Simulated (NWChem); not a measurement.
SiBrCl, singlet; SMILES Cl[Si]Br

Computed with NWChem. Pople sets run with spherical d functions. Low-valent species are run as closed-shell singlets; no triplet was tried in these runs. Coordinates come from a B3LYP/6-31G* (spherical d) optimisation. Total energies compare along this basis series because the functional is fixed.

```
level                  basis functions  energy (Ha)  highest occupied level (eV)  orbital gap (eV)  dipole (D)
---------------------  ---------------  -----------  ---------------------------  ----------------  ----------
Hartree-Fock/STO-3G                 36   -3284.9193                        -7.59             11.41        2.95
Hartree-Fock/3-21G                  48   -3304.7958                       -10.25              9.67        2.34
Hartree-Fock/6-31G*                 68   -3320.5594                       -10.21             10.03           …
Hartree-Fock/6-311G**               96   -3320.8719                       -10.24              9.99        1.80
```

Q: Some entries are withheld; supply them.

A: 
- Hartree-Fock/6-31G*, dipole (D): 1.74
